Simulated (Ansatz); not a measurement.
Reaction (redistribution): `[GeH3][SiH2][GeH2][GeH3]` + `[SiH3][GeH2][SiH2][SiH2][GeH3]` → `[SiH3][GeH2][SiH2][GeH2][SiH2][GeH3]` + `[GeH3][SiH2][GeH3]`

Isolated molecules relaxed with PBE0-D4/def2-TZVP in Ansatz; ΔE leaves out vibrations. CBS: MP2 limit from def2 TZ/QZ plus the TZ coupled-cluster correction, frozen cores. Functionals use def2-TZVPP. B3LYP here is the variant with VWN-RPA as its local correlation; programs differ in this. HSE06 is defined as in plane-wave codes. For Ge outer-core shells are correlated without core-valence functions, which leaves a few kJ/mol of doubt a bond. Scalar relativity is left out up to krypton. Each species was taken in one conformer, which may not be the lowest.

```
             level  ΔE (kcal/mol)  difference from CCSD(T)/CBS
       LDA (SPW92)           -0.8                         -0.3
            PBE-D4           -0.3                          0.2
         revPBE-D4           -0.2                          0.3
           BLYP-D4           -0.4                          0.1
         r2SCAN-D4           -0.3                          0.2
           PBE0-D4           -0.3                          0.2
          B3LYP-D4           -0.4                          0.1
        r2SCANh-D4           -0.3                          0.2
        r2SCAN0-D4           -0.3                          0.2
          HSE06-D4           -0.3                          0.2
          BHLYP-D4           -0.4                          0.1
      CAM-B3LYP-D4           -0.4                          0.1
           ωB97X-V           -0.2                          0.3
           ωB97M-V           -0.6                         -0.1
            B2PLYP            0.2                          0.7
          PBE-QIDH            0.0                          0.5
               PBE            0.3                          0.8
            revPBE            0.9                          1.4
              BLYP            0.8                          1.3
            r2SCAN           -0.1                          0.4
              PBE0            0.3                          0.8
           r2SCANh            0.0                          0.5
             HSE06            0.3                          0.8
             BHLYP            0.5                          1.0
         CAM-B3LYP            0.3                          0.8
           LC-ωPBE            0.3                          0.8
RPA@PBE/def2-TZVPP           -0.3                          0.2
       HF/def2-SVP            0.9                          1.4
      MP2/def2-SVP           -0.1                          0.4
     CCSD/def2-SVP            0.1                          0.6
  CCSD(T)/def2-SVP           -0.1                          0.4
     HF/def2-TZVPP            1.0                          1.5
    MP2/def2-TZVPP           -0.4                          0.1
SCS-MP2/def2-TZVPP           -0.2                          0.3
   CCSD/def2-TZVPP           -0.2                          0.3
     HF/def2-QZVPP            1.1                          1.6
    MP2/def2-QZVPP           -0.5                          0.0
SCS-MP2/def2-QZVPP           -0.2                          0.3
      HF/CBS(def2)            1.1                          1.6
    CCSD/CBS(def2)           -0.4                          0.1
       CCSD(T)/CBS           -0.5                            0
```

Largest T1 diagnostic among the species: 0.013.

In def2-TZVPP, CCSD(T) changes the Hartree–Fock value by −1.4 kcal/mol (the triples alone add −0.2 kcal/mol) and MP2 by −1.4 kcal/mol. Leaving LDA and LC-ωPBE aside and taking each functional with its dispersion term where it has one, the values spread over 0.7 kcal/mol, from ωB97M-V to B2PLYP. LDA lies −1.1 kcal/mol from PBE without D4.
